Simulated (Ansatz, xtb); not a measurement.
Reaction R1 + R2 → P1 + P2, each structure at its B3LYP-D3(BJ)/def2-TZVP stationary point, reached from a drawn start (curvature not checked).
R1, MoO3 (SMILES [O]=[Mo](=[O])=[O]) (charge 0, multiplicity 1):
```xyz
4

O     -0.6609     1.4754    -0.1443
Mo    -0.0058    -0.0002     0.4066
O      1.6109    -0.1635    -0.1127
O     -0.9442    -1.3117    -0.1497
```
R2, H2S (SMILES S) (charge 0, multiplicity 1, Z-matrix in Å and degrees):
```
S
H 1 1.3426
H 1 1.3426 2 92.55
```
P1: MoO2S (SMILES [O]=[Mo](=[O])=[S]), charge 0, multiplicity 1.
P2, H2O (SMILES O) (charge 0, multiplicity 1):
```xyz
3

O      0.000     0.000     0.390
H      0.000     0.765    -0.195
H      0.000    -0.765    -0.195
```

P less R. No zero-point or thermal terms; no spin–orbit coupling.

Run with Ansatz (Gaussian orbitals); xtb for the GFN methods. No computed number here is a measurement. Elements past Kr take the def2 small-core potentials, without spin–orbit coupling.

Question: One of these levels gives -30.99 kcal/mol for the reaction energy. Which?
A. BLYP/def2-TZVPP
B. GFN2-xTB
C. B97M-V/def2-TZVPP
D. GFN1-xTB

Answer: B, GFN2-xTB. The others give 5.40 (GFN1-xTB), -4.09 (BLYP/def2-TZVPP), -5.81 (B97M-V/def2-TZVPP)

Ansatz is a quantum-chemistry and plane-wave program.
